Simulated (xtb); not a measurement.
C₄H₅ (SMILES C1[C@-]2C[C@H]12), charge -1, singlet, geometry from GFN2-xTB; GFN2-xTB in xtb.

xtb was given this input:
```
$ xtb mol.xyz --gfn 2 --chrg -1 --hess --json

# file mol.xyz
9

C      0.01838829     1.09261235     0.31793151
C      0.04322136    -1.09887314     0.29296768
C      0.86364242     0.01454600    -0.41782223
C     -0.64697488    -0.00242694    -0.43053395
H     -0.11541859     1.12684033     1.41520083
H     -0.00676947     2.10157076    -0.11435886
H     -0.08949244    -1.16110732     1.38913817
H      0.04081885    -2.09803459    -0.16219775
H     -1.49880154    -0.00441880    -1.10304047
```

What the program printed (banner, timings and long lists left out):

```
   ID    Z sym.   atoms
    1    6 C      1-4
    2    1 H      5-9

           -------------------------------------------------
          |                Calculation Setup                |
           -------------------------------------------------

           -------------------------------------------------
          |                 G F N 2 - x T B                 |
           -------------------------------------------------

          ...................................................
          :                      SETUP                      :
          :.................................................:
          :  # basis functions                  21          :
          :  # atomic orbitals                  21          :
          :  # shells                           13          :
          :  # electrons                        22          :
          :  max. iterations                   250          :
          :  Hamiltonian                  GFN2-xTB          :
          :  restarted?                      false          :
          :  GBSA solvation                  false          :
          :  PC potential                    false          :
          :  electronic temp.          300.0000000     K    :
          :  accuracy                    1.0000000          :
          :  -> integral cutoff          0.2500000E+02      :
          :  -> integral neglect         0.1000000E-07      :
          :  -> SCF convergence          0.1000000E-05 Eh   :
          :  -> wf. convergence          0.1000000E-03 e    :
          :  Broyden damping             0.4000000          :
          :  net charge                         -1          :
          :  unpaired electrons                  0          :
          ...................................................

 iter      E             dE          RMSdq      gap      omega  full diag
   1    -11.2188429 -0.112188E+02  0.371E+00    6.67       0.0  T
   2    -11.2661972 -0.473542E-01  0.303E+00    6.09       1.0  T
   3    -11.2872362 -0.210390E-01  0.152E+00    6.46       1.0  T
   4    -11.2875562 -0.320062E-03  0.370E-01    6.64       1.0  T
   5    -11.2877090 -0.152725E-03  0.138E-01    6.69       1.0  T
   6    -11.2877415 -0.325239E-04  0.689E-02    6.70       1.0  T
   7    -11.2877416 -0.592588E-07  0.209E-02    6.71       1.6  T
   8    -11.2877450 -0.339502E-05  0.102E-02    6.70       3.3  T
   9    -11.2877452 -0.231496E-06  0.569E-03    6.71       5.9  T
[...]
         :: total energy             -11.134586443181 Eh    ::
[...]
          :  symmetry                               cs      :
          :  rotational number                       1      :
          :  scaling factor                  1.0000000      :
          :  rotor cutoff                   50.0000000 cm⁻¹ :
          :  imag. cutoff                  -20.0000000 cm⁻¹ :
          :.................................................:

    mode    ω/cm⁻¹     T·S(HO)/kcal·mol⁻¹    T·S(FR)/kcal·mol⁻¹   T·S(vib)
   ------------------------------------------------------------------------
   ------------------------------------------------------------------------

   temp. (K)  partition function   enthalpy   heat capacity  entropy
                                   cal/mol     cal/K/mol   cal/K/mol   J/K/mol
 298.15  VIB   1.28                  520.206      6.843      2.237
         ROT  0.220E+05              888.752      2.981     22.848
         INT  0.281E+05             1408.958      9.824     25.084
         TR   0.374E+27             1481.254      4.968     37.813
         TOT                        2890.2119    14.7921    62.8975   263.1630

       T/K    H(0)-H(T)+PV         H(T)/Eh          T*S/Eh         G(T)/Eh
   ------------------------------------------------------------------------
    298.15    0.460585E-02    0.741382E-01    0.298846E-01    0.442536E-01
   ------------------------------------------------------------------------

         :::::::::::::::::::::::::::::::::::::::::::::::::::::
         ::                  THERMODYNAMIC                  ::
         :::::::::::::::::::::::::::::::::::::::::::::::::::::
         :: total free energy         -11.090332841145 Eh   ::
         ::.................................................::
         :: total energy              -11.134586443218 Eh   ::
         :: zero point energy           0.069532375482 Eh   ::
         :: G(RRHO) w/o ZPVE           -0.025278773408 Eh   ::
         :: G(RRHO) contrib.            0.044253602074 Eh   ::
         :::::::::::::::::::::::::::::::::::::::::::::::::::::

           -------------------------------------------------
          | TOTAL ENERGY              -11.134586443218 Eh   |
          | TOTAL ENTHALPY            -11.060448221923 Eh   |
          | TOTAL FREE ENERGY         -11.090332841145 Eh   |
          | GRADIENT NORM               0.000035032276 Eh/α |
          | HOMO-LUMO GAP               6.706337883182 eV   |
           -------------------------------------------------

normal termination of xtb
```
